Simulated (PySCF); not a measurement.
C₉H₉P.
SMILES with atom numbers: `[CH3:1][c:2]1[cH:3][c:4]2[cH:5][cH:6][cH:7][cH:8][c:9]2[pH:10]1`

Geometry (PBE0-D3(BJ)/def2-SVP, Å), atoms numbered from 1 in this order:
```xyz
19
C9H9P angstrom
C      3.0765   -0.4259   -0.4786
C      1.5867   -0.4503   -0.5241
C      0.7445   -0.0602    0.4615
C     -0.6747   -0.1738    0.1555
C     -1.7547    0.1714    0.9750
C     -3.0550    0.0180    0.4997
C     -3.2900   -0.4888   -0.7814
C     -2.2215   -0.8568   -1.6007
C     -0.9191   -0.6891   -1.1388
P      0.6533   -1.1715   -1.9289
H      3.4380    0.0403    0.4497
H      3.4969    0.1379   -1.3281
H      3.4964   -1.4437   -0.5376
H      1.0941    0.3237    1.4253
H     -1.5756    0.5635    1.9794
H     -3.8998    0.2932    1.1358
H     -4.3151   -0.6058   -1.1408
H     -2.4111   -1.2723   -2.5940
H      0.7927   -0.0844   -2.8491
```

Probes without a nucleus sit at each ring's centroid and 1 Å off its mean plane on both sides; NICS is minus the shielding there, NICSzz its component along the normal. Level: GIAO KT3/pcSseg-1 (PySCF, non-relativistic, gas phase) on the PBE0-D3(BJ)/def2-SVP geometry, one conformer.

Ring bond lengths (Å): C2–C3 1.354, C3–C4 1.456, C4–C9 1.414, C9–P10 1.825, P10–C2 1.834; C4–C5 1.399, C5–C6 1.393, C6–C7 1.398, C7–C8 1.396, C8–C9 1.392, C9–C4 1.414.

Task: Give the NICS values of each ring in ppm.

Result: 
```csv
ring,type,NICS(0),"NICS(1), two faces","NICS(1)zz, two faces",rms pucker (Å),"centre to ring atoms, mean (Å)"
C2–C3–C4–C9–P10,5-membered ring with P; bonds drawn aromatic by RDKit's count,-1.9,-3.7 / -3.9,-4.9 / -3.5,0.04,1.33
C4–C5–C6–C7–C8–C9,6-membered carbocycle; formal bonds all aromatic,-8.2,-10.5 / -10.4,-25.9 / -25.6,0.01,1.40
```

Task: What do they say, and how far can they be read as aromaticity?

Result: 
- C2–C3–C4–C9–P10: mean NICS(1)zz -4.2 ppm, shielded. A hydrogen on P10, outside the ring, lies 1.97 Å from a NICS(1) probe.
- C4–C5–C6–C7–C8–C9: mean NICS(1)zz -25.8 ppm, shielded. For a flat ring without four-coordinate atoms the NICS criterion counts such a value as aromatic, though in fused rings the probe also feels the neighbouring ring.

Task: What does the geometric index give? HOMA = 1 − mean of α(R − Ropt)² over the ring bonds, with Krygowski's 1993 parameters (CC: Ropt 1.388 Å, α 257.7 Å⁻²; CP: Ropt 1.698 Å, α 118.91 Å⁻²).

Result: 
- C2–C3–C4–C9–P10: HOMA -0.16; the largest term is that of P10–C2, α(R − Ropt)² = 2.21.
- C4–C5–C6–C7–C8–C9: HOMA 0.96 = 1 − EN − GEO, with mean bond length 1.399 Å, EN = α(Ropt − mean)² = 0.029 and GEO = α × variance = 0.014. The geometric and the magnetic index point the same way.

Task: At the first NICS(1) probe listed for ring C4–C5–C6–C7–C8–C9, 1 Å off the ring, how large is the induced field along the normal in 14.1 T applied along it?

Result: NICSzz × B0 = -25.9 ppm × 14.1 T = -365 μT, against the applied field.

Task: Give the inner angles of the rings.

Result: 
- C2–C3–C4–C9–P10: C2 110.8°, C3 115.5°, C4 112.9°, C9 110.1°, P10 90.2°; sum 539.4° against 540° for a flat convex ring.
- C4–C5–C6–C7–C8–C9: C4 119.5°, C5 119.6°, C6 120.6°, C7 120.3°, C8 119.3°, C9 120.6°; sum 720.0° against 720° for a flat convex ring.

Task: How do the values depend on the level or the medium?

Result: 
```csv
level,"NICS(0), C2–C3–C4–C9–P10","mean NICS(1)zz, C2–C3–C4–C9–P10","NICS(0), C4–C5–C6–C7–C8–C9","mean NICS(1)zz, C4–C5–C6–C7–C8–C9"
"KT3/pcSseg-1, gas",-1.9,-4.2,-8.2,-25.8
"PBE0/pcSseg-1, gas",-1.4,-4.3,-8.3,-27.2
"PBE0/pcSseg-1, IEF-PCM acetonitrile",-1.4,-4.6,-8.1,-27.3
"PBE0/pcSseg-1, IEF-PCM chloroform",-1.4,-4.5,-8.1,-27.3
```

The geometry is the same throughout; the continuum's cavity takes Bondi-type radii × 1.2.

Time: 53 s of wall time; peak memory 0.93 GiB. Hardware: Arm Neoverse V2, one thread, shared host. This is the whole shielding run at KT3/pcSseg-1, SCF included.
